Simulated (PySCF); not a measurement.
**Tantalum: a sound run and one with changed settings**

Sound run: Ta⁺ [Xe] 4f14 5d3 6s1, Ta²⁺ [Xe] 4f14 5d3. All numbers are calculated (PySCF 2.14, a scalar-relativistic core potential, in aug-cc-pVDZ-PP with ECP60MDF (5s5p4d2f, 54 functions)). In the sound run the correlated levels freeze 5s2 5p6 outside the core potential. The sound run starts from symmetry-adapted Hartree-Fock orbitals and uses a fine grid where one is needed.

Changed run: a valence shell is frozen. This setting is unsound on purpose.

```csv
species,method,sound run (hartree),changed run (hartree),converged
Ta⁺,MP2,-56.54985,-56.54985,yes
Ta²⁺,MP2,-56.01734,-56.01734,yes
```

Ionisation energy of Ta⁺:

| method | sound run (eV) | changed run (eV) |
| --- | --- | --- |
| UHF | 14.176 | 14.176 |
| MP2 | 14.490 | 14.490 |
| SCS-MP2 | 14.281 | 14.281 |

Here the setting changes nothing at the digits shown.

For comparison, NIST gives 16.2 ± 0.5 eV between the lowest levels.
